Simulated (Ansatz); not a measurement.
`N[SiH2][AlH][SeH]` + H₂Te → `N[SiH2][AlH][TeH]` + H₂Se  (ligand exchange at the Al–Se bond)

Computed with Ansatz on PBE0-D4/def2-TZVP structures; ΔE is electronic, products minus reactants. CBS: MP2 limit from def2 TZ/QZ plus the TZ coupled-cluster correction, frozen cores. Functionals use def2-TZVPP. def2 core potentials past Kr. For Se, Te outer-core shells are correlated without core-valence functions, which leaves a few kJ/mol of doubt a bond. Scalar relativity is left out up to krypton. One conformer a species, not always the lowest.

(1) Is it downhill or uphill in electronic energy at CCSD(T)/CBS, and by how much? (Best estimate.)

(2) What do these levels give: PBE-D4, ωB97X-V, PBE, r2SCAN, PBE0, HF/def2-TZVPP? (Best estimate.)

Largest T1 diagnostic among the species: 0.012.

Results:

(1) Ansatz gave: Nearly level: ΔE = +0.02 eV.

(2) The calculation gave: PBE-D4 0.03, ωB97X-V 0.06, PBE 0.02, r2SCAN 0.04, PBE0 0.02, HF/def2-TZVPP 0.05 eV.
